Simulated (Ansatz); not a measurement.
C3H8Si can be A, `CC(C)[SiH]`, or B, `C=CC[SiH3]`.

Gas-phase electronic energies from Ansatz, PBE0-D4/def2-TZVP geometries. CBS: MP2 limit from def2 TZ/QZ plus the TZ coupled-cluster correction, frozen cores. DFT in def2-TZVPP. B3LYP here is the variant with VWN-RPA as its local correlation; programs differ in this. One conformer a species, not always the lowest.

A:

```xyz
12

C    -0.055    1.243    0.697
C    -0.537    0.198   -0.286
C     0.573   -0.682   -0.870
Si   -1.286   -1.459    0.264
H    -0.896    1.763    1.162
H     0.528    0.780    1.498
H     0.572    2.002    0.215
H    -1.120    0.651   -1.089
H     1.517   -0.552   -0.344
H     0.353   -1.802   -0.771
H     0.703   -0.575   -1.947
H    -0.354   -1.569    1.472
```

B:

Z-matrix (Å, degrees):
```
C
C 1 1.489
Si 1 1.887 2 111.3
H 1 1.096 2 110.9 3 -119.8
H 1 1.094 2 111.0 3 120.8
C 2 1.327 1 125.5 3 -106.0
H 2 1.089 1 115.9 3 71.9
H 3 1.486 1 110.0 2 65.0
H 3 1.488 1 110.0 2 -54.8
H 3 1.489 1 110.4 2 -174.6
H 6 1.086 2 121.5 1 -1.9
H 6 1.083 2 121.4 1 178.1
```

Task: Which is lower in electronic energy at CCSD(T)/CBS, and by how much? (Best estimate.)

Result: Computed: B, by 107.0 kJ/mol.

Task: Give E(B) − E(A) in kJ/mol with LDA (SPW92), CCSD(T)/def2-TZVPP, HF/def2-TZVPP, B3LYP-D4, CCSD(T)/def2-SVP, r2SCAN-D4, PBE-D4. (An estimate is asked.)

Result: Ansatz gave: LDA (SPW92) -72.3, CCSD(T)/def2-TZVPP -104.6, HF/def2-TZVPP -143.5, B3LYP-D4 -110.8, CCSD(T)/def2-SVP -102.5, r2SCAN-D4 -107.0, PBE-D4 -88.8. None reverses the order clearly.

Task: Does the order hold for the free energy at 298.15 K (harmonic terms from PBE0-D4)? (An estimate is asked.)

Result: The calculation gave: Yes: G(B) − G(A) = -122.7 kJ/mol, for one conformer each.

Largest T1 diagnostic: 0.012.

The D4 term adds +4.3 kJ/mol with B3LYP and +2.0 kJ/mol with PBE0; it sums over pairs of atoms, weighted by their polarisabilities, and B3LYP, whose exchange is more repulsive, gets the larger term. At CCSD(T), def2-SVP lies +4.4 kJ/mol from the extrapolated value and def2-TZVPP +2.3 kJ/mol.
